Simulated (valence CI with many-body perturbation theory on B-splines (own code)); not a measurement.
Ge²⁵⁺: calculated level list

Calculated by valence CI with perturbative core correlation (CI+MBPT): five valence electrons over a frozen Dirac-Fock core [He], radial functions for each j: 9 s, 9 p, 8 d, 6 f, 3 g, 1 h, with the one-electron correlation potential Σ1, the two-electron term Σ2, the three-electron term Σ3, Breit, model QED; selected CI, second order for the rest (own B-spline code, finite nucleus).

No measured spectrum was set against this ion. As an estimate, levels of excited configurations hold to 0.05 to 0.15 % of their energy, terms of the ground configuration to about 0.5 %. Among the levels kept, up to 1700 cm⁻¹ of a level comes from second order outside the variational space, and about a tenth of that is noise between levels of different J, which matters for small intervals.

Levels 46 to 84 of 84, with energies above the lowest level, 2s2 2p3 4S°_3/2. "Leading %" is the weight of the configuration and term that name the level; weights of strongly mixed levels are sums over their largest components and can fall short. In the jj column 3d3/2^4 stands for four electrons in 3d with j = 3/2. Lifetimes count E1, E2, E3, M1 and M2 decay at the calculated energies, and are blank where another channel may lead or the interval is too uncertain; long ones can be off by a factor of two.

```
No.  Configuration  Term    J  E (eV)  Leading %  Lifetime     Second component                     Leading jj
 46     2s2 2p2 3p   2D°  5/2  1551.4         63   9.23 ps  23 % 2s2 2p2 3p 2F°      2s^2 2p3/2^2 3p1/2 (85 %)
 47     2s2 2p2 3p   2F°  7/2  1552.1         62   16.0 ps  36 % 2s2 2p2 3p 4D°      2s^2 2p3/2^2 3p3/2 (89 %)
 48     2s2 2p2 3p   2P°  1/2  1553.0         77   3.37 ps  14 % 2s2 2p2 3p 2S°      2s^2 2p3/2^2 3p3/2 (75 %)
 49     2s2 2p2 3d    2F  7/2  1556.2         40   8.64 ps   24 % 2s2 2p2 3d 4D  2s^2 2p1/2 2p3/2 3d3/2 (68 %)
 50     2s2 2p2 3d    4D  3/2  1556.4         45   53.3 fs   26 % 2s2 2p2 3d 2P  2s^2 2p1/2 2p3/2 3d5/2 (85 %)
 51     2s2 2p2 3d    2F  5/2  1556.4         45   33.5 fs   36 % 2s2 2p2 3d 4P  2s^2 2p1/2 2p3/2 3d5/2 (87 %)
 52     2s2 2p2 3d    4F  9/2  1558.8         64    251 ps   35 % 2s2 2p2 3d 2G  2s^2 2p1/2 2p3/2 3d5/2 (89 %)
 53      2s 2p3 3s   4S°  3/2  1559.9         69    159 fs    9 % 2s 2p3 3s 2P°     2s 2p1/2^2 2p3/2 3s (53 %)
 54     2s2 2p2 3d    4D  5/2  1563.1         39   26.3 fs   30 % 2s2 2p2 3d 2D  2s^2 2p1/2 2p3/2 3d3/2 (46 %)
 55     2s2 2p2 3d    4P  3/2  1565.0         54   18.8 fs   21 % 2s2 2p2 3d 2P  2s^2 2p1/2 2p3/2 3d3/2 (77 %)
 56     2s2 2p2 3d    4P  1/2  1566.4         63   18.6 fs   23 % 2s2 2p2 3d 2S  2s^2 2p1/2 2p3/2 3d3/2 (77 %)
 57     2s2 2p2 3p   2P°  3/2  1569.2         67   1.33 ps  12 % 2s2 2p2 3p 2D°      2s^2 2p3/2^2 3p3/2 (88 %)
 58     2s2 2p2 3d    2P  1/2  1570.1         80   26.1 fs   10 % 2s2 2p2 3d 4D  2s^2 2p1/2 2p3/2 3d5/2 (69 %)
 59     2s2 2p2 3d    2F  7/2  1570.1         41   26.1 fs   38 % 2s2 2p2 3d 2G  2s^2 2p1/2 2p3/2 3d5/2 (67 %)
 60     2s2 2p2 3d    2D  5/2  1570.3         62   15.3 fs   30 % 2s2 2p2 3d 2F  2s^2 2p1/2 2p3/2 3d5/2 (55 %)
 61     2s2 2p2 3p   2P°  1/2  1570.5         89   6.20 ps   5 % 2s2 2p2 3p 4D°      2s^2 2p3/2^2 3p1/2 (89 %)
 62     2s2 2p2 3d    2D  3/2  1571.4         77   28.7 fs   13 % 2s2 2p2 3d 2P  2s^2 2p1/2 2p3/2 3d5/2 (86 %)
 63     2s2 2p2 3p   2P°  3/2  1577.0         71   4.78 ps  14 % 2s2 2p2 3p 2D°      2s^2 2p3/2^2 3p3/2 (91 %)
 64      2s 2p3 3p    6P  3/2  1579.2         81   1.77 ps    11 % 2s 2p3 3p 4P  2s 2p1/2^2 2p3/2 3p1/2 (53 %)
 65      2s 2p3 3p    6P  5/2  1580.6         70    474 fs    20 % 2s 2p3 3p 4P  2s 2p1/2^2 2p3/2 3p1/2 (47 %)
 66      2s 2p3 3p    6P  7/2  1587.5         84   2.93 ps    11 % 2s 2p3 3p 4D  2s 2p1/2^2 2p3/2 3p3/2 (53 %)
 67      2s 2p3 3s   4D°  1/2  1588.3         72    219 fs   16 % 2s 2p3 3s 2P°     2s 2p1/2^2 2p3/2 3s (70 %)
 68      2s 2p3 3s   4D°  3/2  1589.4         60    267 fs   19 % 2s 2p3 3s 4P°     2s 2p1/2^2 2p3/2 3s (59 %)
 69     2s2 2p2 3d    2F  7/2  1591.4         53    563 fs   28 % 2s2 2p2 3d 4D      2s^2 2p3/2^2 3d5/2 (90 %)
 70      2s 2p3 3s   4D°  5/2  1592.0         65    254 fs   20 % 2s 2p3 3s 4P°     2s 2p1/2 2p3/2^2 3s (66 %)
 71     2s2 2p2 3d    2G  9/2  1593.8         64    237 ps   35 % 2s2 2p2 3d 4F      2s^2 2p3/2^2 3d5/2 (89 %)
 72     2s2 2p2 3d    2D  3/2  1595.4         34   27.2 fs    25 % 2s 2p3 3p 4P      2s^2 2p3/2^2 3d3/2 (54 %)
 73     2s2 2p2 3d    2D  5/2  1596.0         41   22.7 fs   19 % 2s2 2p2 3d 2F      2s^2 2p3/2^2 3d3/2 (71 %)
 74      2s 2p3 3p    4P  3/2  1596.0         44   64.7 fs   16 % 2s2 2p2 3d 2D  2s 2p1/2^2 2p3/2 3p3/2 (40 %)
 75     2s2 2p2 3d    2P  1/2  1596.2         77   38.5 fs    7 % 2s2 2p2 3d 4D      2s^2 2p3/2^2 3d5/2 (39 %)
 76      2s 2p3 3p    4P  5/2  1597.7         67   77.2 fs    19 % 2s 2p3 3p 6P  2s 2p1/2^2 2p3/2 3p3/2 (38 %)
 77      2s 2p3 3p    4P  1/2  1599.3         83   94.0 fs     4 % 2s 2p3 3p 2P  2s 2p1/2^2 2p3/2 3p3/2 (49 %)
 78     2s2 2p2 3d    2F  7/2  1599.6         55   18.3 fs   31 % 2s2 2p2 3d 2G      2s^2 2p3/2^2 3d3/2 (88 %)
 79      2s 2p3 3s   2D°  3/2  1601.3         59    198 fs   18 % 2s 2p3 3s 2P°     2s 2p1/2 2p3/2^2 3s (57 %)
 80      2s 2p3 3s   4D°  7/2  1601.4         98    220 fs                          2s 2p1/2 2p3/2^2 3s (98 %)
 81     2s2 2p2 3d    2S  1/2  1603.8         64   23.6 fs   24 % 2s2 2p2 3d 4P      2s^2 2p3/2^2 3d3/2 (46 %)
 82     2s2 2p2 3d    2P  3/2  1606.1         68   20.8 fs   12 % 2s2 2p2 3d 4P      2s^2 2p3/2^2 3d5/2 (81 %)
 83     2s2 2p2 3d    2D  5/2  1607.3         62   22.2 fs   28 % 2s2 2p2 3d 2F      2s^2 2p3/2^2 3d5/2 (81 %)
 84      2s 2p3 3s   2D°  5/2  1610.6         79    167 fs   14 % 2s 2p3 3s 4D°     2s 2p1/2 2p3/2^2 3s (93 %)
```

Names give the largest LS component (configuration and term), which can be under half, so a name can repeat, a term be missing and a line seem to break the LS rules; names also repeat where a configuration has a term twice.

Where two levels of one J and parity lie close, their mixing, g and order are uncertain.
